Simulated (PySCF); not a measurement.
# Radial density of Nb (niobium, neutral)

UHF, [Kr] 4d4 5s1, high-spin 6D determinant. All numbers are calculated (PySCF 2.14, a scalar-relativistic core potential, in aug-cc-pVDZ-PP with ECP28MDF (5s5p4d2f, 54 functions)). This is the valence pseudo-density: the core potential removes the inner electrons and smooths the orbitals near the nucleus.

```tsv
r (bohr)	4πr²ρ (e/bohr)	4πr²(ρα − ρβ)
0.0504	2.718e-05	0.0000
0.0847	9.039e-05	0.0000
0.143	0.0005315	0.0001
0.240	0.006871	0.0015
0.403	0.1756	0.0284
0.678	3.418	0.3643
1.14	9.777	1.6116
1.92	3.914	1.9337
3.23	0.9416	0.9006
5.43	0.1586	0.1585
9.13	0.004740	0.0047
```

Energies and moments cover only the electrons outside the core potential.
